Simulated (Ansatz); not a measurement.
Cost and result for the atomization energy of C3H6OSSi, SMILES `C=C=C(O)[SiH2]S` (12 atoms, 11 bonds).

Cartesian coordinates in Å:
```
C -0.970 2.091 0.659
C -0.711 0.975 0.040
C -0.397 -0.144 -0.560
O -1.237 -0.882 -1.351
Si 1.334 -0.822 -0.349
S 1.356 -2.745 0.576
H -1.368 2.101 1.671
H -0.802 3.055 0.187
H -2.099 -0.452 -1.382
H 2.083 0.182 0.442
H 1.965 -1.052 -1.672
H 0.844 -2.305 1.738
```

The species carries charge 0 and has multiplicity 1. Geometry: relaxed with PBE0-D4/def2-TZVP. It is one conformer, not always the lowest. Program: Ansatz. All runs use 4 threads of an Intel Xeon Platinum 8259CL on a shared host. Times are those of one run each, without the atoms' runs, and a repeat can differ threefold. Electronic energies, without spin–orbit coupling; frozen cores. CCSD(T)/CBS adds CCSD(T) − MP2 in def2-TZVPP to the MP2 limit, and its time is that of the two runs behind it. T1 = 0.013. B3LYP takes the VWN-RPA correlation (the form of Gaussian; ORCA's B3LYP/G).

CCSD(T)/CBS is a level of theory with its own doubt, some kJ/mol a heavy atom from the limit and from the frozen cores, so smaller differences don't rank the functionals.

| level | functions | wall time | atomization (kJ/mol) | difference from CCSD(T)/CBS | per bond |
| --- | --- | --- | --- | --- | --- |
| PBE-D4/def2-TZVPP (with forces) | 292 | 4.6 s | 4725.6 | 138.9 | 12.6 |
| PBE0-D4/def2-TZVPP | 292 | 5.5 s | 4618.0 | 31.3 | 2.8 |
| r2SCAN-D4/def2-TZVPP (with forces) | 292 | 7.5 s | 4620.4 | 33.7 | 3.1 |
| B3LYP-D4/def2-TZVPP (with forces) | 292 | 9 s | 4592.2 | 5.5 | 0.5 |
| B2PLYP/def2-TZVPP | 292 | 11 s | 4536.6 | -50.1 | -4.5 |
| ωB97X-V/def2-TZVPP | 292 | 13 s | 4601.9 | 15.2 | 1.4 |
| ωB97M-V/def2-TZVPP (with forces) | 292 | 19 s | 4610.9 | 24.2 | 2.2 |
| MP2/def2-QZVPP | 548 | 39 s | 4625.8 | 39.1 | 3.6 |
| CCSD(T)/def2-TZVPP | 292 | 4.5 min | 4455.1 | -131.6 | -12.0 |
| CCSD(T)/CBS(def2) | – | 5.1 min | 4586.7 | 0.0 | 0.0 |

The D4 term adds +46.7 kJ/mol with B3LYP and +24.9 kJ/mol with PBE0; it sums over pairs of atoms, weighted by their polarisabilities, and B3LYP, whose exchange is more repulsive, gets the larger term. In def2-TZVPP, CCSD(T) changes the Hartree–Fock value by +1196.3 kJ/mol (the triples alone add +86.9 kJ/mol) and MP2 by +1289.4 kJ/mol; breaking electron pairs costs correlation energy, which Hartree–Fock lacks. From PBE to PBE0 (25 % exact exchange), in def2-TZVPP and without D4, the atomization energy moves by −103.4 kJ/mol: exact exchange takes away binding that semilocal exchange gives to molecules.
